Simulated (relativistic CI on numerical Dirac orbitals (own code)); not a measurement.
## Ni25+: q coefficients and field-shift factors

Computed by Dirac-Coulomb-Breit CI, separate exchange-only KLI orbitals for each configuration, derivatives by finite differences, unscaled Slater integrals, QED left out (own radial code, finite nucleus).

CI space (outside the closed core 1s2): 2s, 2p, 3s, 3p, 3d. Levels of other configurations are missing.

With x = (α/α₀)² − 1 an excitation energy changes as ω = ω₀ + qx; K = 2q/ω₀ is the relative enhancement. Terms are leading LS components, so labels can repeat. The field-shift factor is F = δν/δ⟨r²⟩ for the transition from the lowest level.

Lowest level 2s 2S_1/2.

```tsv
Level	ω₀ (cm⁻¹)	q (cm⁻¹)	K	F (GHz/fm²)
2p 2P°_1/2	433633	25640	0.118	-144
2p 2P°_3/2	610532	206900	0.678	-145
3s 2S_1/2	10868453	158500	0.0292	-96.2
3p 2P°_1/2	10988984	165300	0.0301	-138
3p 2P°_3/2	11041275	218900	0.0397	-138
3d 2D_3/2	11085576	217700	0.0393	-137
3d 2D_5/2	11102135	234400	0.0422	-137
```

At this charge energies of transitions that change n are usually good to better than 1 %, and those within a shell (Δn = 0) to a few per cent.
